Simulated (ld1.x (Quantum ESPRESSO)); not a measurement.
**carbon (C): variants of one ultrasoft potential**

Base potential:

C, ultrasoft, made with ld1.x (Quantum ESPRESSO) 7.5 (LDA (PZ), non-relativistic). Core [He], reference 2s2 2p0 (charge +2). Waves: 2s (bound): rcut 0.85, rcutus 1.10 bohr; 2s channel at 2.3 Ry: rcut 0.85, rcutus 1.10 bohr; 2p (bound, empty): rcut 2.05, rcutus 2.85 bohr; 2p channel at -0.65 Ry: rcut 2.05, rcutus 2.85 bohr; 3d channel at 0.05 Ry: rcut 1.90, rcutus 2.50 bohr; 3d channel at 2.75 Ry: rcut 1.90, rcutus 2.50 bohr. Local part: all-electron potential smoothed inside 2.85 bohr (lloc = -1). Core correction: none. Augmentation charge: PSQ, radius 0.85 bohr.

All-electron outer shells of the reference configuration (LDA (PZ), non-relativistic, ld1.x):

```json
{"shell": "2s", "level (eV)": "-40.15", "outermost node (bohr)": "0.38", "outermost maximum (bohr)": "1.13"}
{"shell": "2p", "level (eV)": "-31.85", "outermost node (bohr)": "–", "outermost maximum (bohr)": "1.01"}
```

Cutoffs, loose and tight: the cutoffs (Ry, on a coarse ladder) from which the occupation-weighted sum of valence levels, in a spherical-Bessel basis at the reference potential, stays within 10 and 1 mRy of its value at 400 Ry. They do not see the model core or the augmentation charge, which bear on the density cutoff. Test errors are all-electron minus pseudo excitation energies from the reference, over the configurations 2s2 2p2; 2s2 2p1; 2s1 2p0; 2s0 2p4; 2s2 2p2.3; 2s2 2p1.5; 2s1 2p3 (two spin-polarised tests are not counted in the largest error). A dash means not determined; rows that change the core or the reference have their own tests. The largest error is taken over the tests solved by every variant that gives reliable tests at all: 2s1 2p0; 2s2 2p1; 2s2 2p1.5.

Cutoffs are not given where the Bessel-basis levels miss the radial ones by over 6 mRy, ghosts where they miss by over 20 mRy; a channel whose overlap is not positive is not tested.

A file whose overlap is not positive is unfit for use, and its test errors describe a broken file.

```tsv
change	outcome	cutoff, loose	cutoff, tight	bound ghosts	largest test error (meV)
base	generated, overlap not positive	–	–	not determined (overlap not positive)	+85
local potential all-electron potential smoothed inside 1.10 bohr (lloc = -1)	generated, overlap not positive	–	–	not determined (overlap not positive)	+80
local potential all-electron potential smoothed inside 1.38 bohr (lloc = -1)	generated, overlap not positive	–	–	not determined (overlap not positive)	+80
local potential all-electron potential smoothed inside 1.60 bohr (lloc = -1)	generated, overlap not positive	–	–	not determined (overlap not positive)	+80
local potential all-electron potential smoothed inside 1.82 bohr (lloc = -1)	generated	25 Ry	35 Ry	none	+80
local potential all-electron potential smoothed inside 2.10 bohr (lloc = -1)	generated	25 Ry	35 Ry	none	+80
local potential all-electron potential smoothed inside 2.40 bohr (lloc = -1)	generated	25 Ry	35 Ry	none	+80
local potential all-electron potential smoothed inside 2.56 bohr (lloc = -1)	generated	25 Ry	35 Ry	none	+83
local potential all-electron potential smoothed inside 2.76 bohr (lloc = -1)	generated, overlap not positive	–	–	not determined (overlap not positive)	+86
local potential all-electron potential smoothed inside 3.04 bohr (lloc = -1)	generated, overlap not positive	–	–	not determined (overlap not positive)	+83
local potential all-electron potential smoothed inside 3.34 bohr (lloc = -1)	generated, overlap not positive	–	–	not determined (overlap not positive)	+80
```

Reading the sweep of the rcloc (base included, trends over the rows without a ghost): The loose cutoff stays near 25 Ry.
